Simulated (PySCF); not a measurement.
Structure with atom numbers: `[N:1]#[C:2][c:3]1[cH:4][cH:5][cH:6][cH:7][c:8]1[F:9]`. Hydrogens are named by the atom that carries them.

One conformer, non-relativistic, isolated molecule. Shielding tensors at B97-2/pcSseg-2 (GIAO); structure optimised with PBE0-D3(BJ)/def2-TZVP; PySCF 2.14.

Chemical shifts δ = σref − σ; ¹³C (185.38 ppm) and ¹H (31.64 ppm) vs TMS; ¹⁵N (261.75 ppm) against NH3; CFCl3 for ¹⁹F (175.98 ppm), all at this level.

| atoms | nucleus | count | δ (ppm) |
| --- | --- | --- | --- |
| H(C6) | ¹H | 1 | ? |
| H(C4) | ¹H | 1 | 7.89 |
| C4 | ¹³C | 1 | 142.7 |
| C7 | ¹³C | 1 | 122.3 |
| C2 | ¹³C | 1 | ? |
| H(C7) | ¹H | 1 | ? |
| C8 | ¹³C | 1 | 174.9 |
| H(C5) | ¹H | 1 | 7.40 |
| C6 | ¹³C | 1 | 140.8 |
| C5 | ¹³C | 1 | ? |
| N1 | ¹⁵N | 1 | 317.6 |
| F9 | ¹⁹F | 1 | -104.3 |
| C3 | ¹³C | 1 | 108.7 |

Question: Estimate the values marked ?.

Answer: 
- C5: 129.7 ppm, aromatic CH; the aromatic region
- C2: 120.3 ppm, nitrile carbon; typical of a nitrile
- H(C6): 7.76 ppm, hydrogen on an aromatic CH; the ring current deshields protons in the ring plane
- H(C7): 7.36 ppm, hydrogen on an aromatic CH; aromatic region

Shifts are as computed. Against solution values, carbons near 30 ppm lie about +3 ppm off and those near 130 ppm about +7 ppm. Of 1211 compounds with measured shifts, 218 miss one by over three times the rms of a fit or turn the order of signals round; such compounds aren't used in these exercises. Unscaled 19F shifts against computed CFCl3 carry errors that often reach 10 to 50 ppm. Experimental scales use liquid or dissolved standards, which lie at an offset from isolated NH3 (liquid NH3: subtract about 20 ppm). Unscaled 15N shifts of sp2 nitrogen come out 20 to 40 ppm too high even then.
